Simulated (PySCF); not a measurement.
Y(OH)₃: from structure and modes to constants

These are results of PBE0/[Y def2-SVP with ECP28, O def2-SVP, H def2-SVP], scalar-relativistic core potentials, density fitting, no spin–orbit coupling, PySCF, not measurements.

The singlet minimum has D3h symmetry. Masses (u): Y 88.90585, O 15.99492, H 1.00782.

```xyz
7
charge 0 multiplicity 1, angstrom
Y     0.0000    0.0000    0.0000
O    -0.0015   -1.0139   -1.7561
O    -0.0015   -1.0139    1.7561
O     0.0029    2.0278    0.0000
H    -0.0021   -1.4915   -2.5833
H    -0.0021   -1.4915    2.5833
H     0.0043    2.9830    0.0000
```

Harmonic wavenumbers (cm⁻¹): 59.2 (a2'', ×1), 137.8 (e', ×2), 258.5 (a2', ×1), 328.7 (e', ×2), 463.5 (e'', ×2), 480.4 (a2'', ×1), 629.5 (a1', ×1), 642.6 (e', ×2), 4025.2 (e', ×2), 4026.6 (a1', ×1).

(1) What is the harmonic zero-point energy?

(2) Find the vibrational entropy and heat capacity at 298.15 K.

(3) Give the standard entropy (298.15 K, 1 bar) by its translational, rotational, vibrational and spin parts, and Cp.

## Answers

(1) Half the sum of all 15 wavenumbers, 16650/2 = 8325 cm⁻¹, which is 99.6 kJ/mol (1 cm⁻¹ = 0.0119627 kJ/mol).

(2) With u = 1.43878 ω/T, each mode gives S = R[u/(eᵘ−1) − ln(1−e⁻ᵘ)] and C = R u² eᵘ/(eᵘ−1)².
```json
{"ω (cm⁻¹)": "59.2", "u": "0.286", "S (J/(mol K))": "18.76", "C (J/(mol K))": "8.26"}
{"ω (cm⁻¹)": "137.8 (×2)", "u": "0.665", "S (J/(mol K))": "11.86", "C (J/(mol K))": "8.01"}
{"ω (cm⁻¹)": "258.5", "u": "1.247", "S (J/(mol K))": "7.00", "C (J/(mol K))": "7.32"}
{"ω (cm⁻¹)": "328.7 (×2)", "u": "1.586", "S (J/(mol K))": "5.30", "C (J/(mol K))": "6.77"}
{"ω (cm⁻¹)": "463.5 (×2)", "u": "2.237", "S (J/(mol K))": "3.16", "C (J/(mol K))": "5.57"}
{"ω (cm⁻¹)": "480.4", "u": "2.318", "S (J/(mol K))": "2.97", "C (J/(mol K))": "5.41"}
{"ω (cm⁻¹)": "629.5", "u": "3.038", "S (J/(mol K))": "1.68", "C (J/(mol K))": "4.06"}
{"ω (cm⁻¹)": "642.6 (×2)", "u": "3.101", "S (J/(mol K))": "1.60", "C (J/(mol K))": "3.95"}
{"ω (cm⁻¹)": "4025.2 (×2)", "u": "19.424", "S (J/(mol K))": "0.00", "C (J/(mol K))": "0.00"}
{"ω (cm⁻¹)": "4026.6", "u": "19.431", "S (J/(mol K))": "0.00", "C (J/(mol K))": "0.00"}
```
The sums over all modes are S = 74.2 and C = 73.6 J/(mol K); the softest mode gives 25 % of the entropy (each member, where degenerate).

(3) Sackur–Tetrode with M = 139.91 u gives 170.5; rotation with symmetry number 6 gives 95.4; vibration 74.2; spin R ln 1 = 0.0. The total is 340.1 J/(mol K), and Cp = 4 R + 73.6 = 106.9 J/(mol K).

Stability towards spin polarisation was not tested. This need not be the most stable arrangement of these atoms.
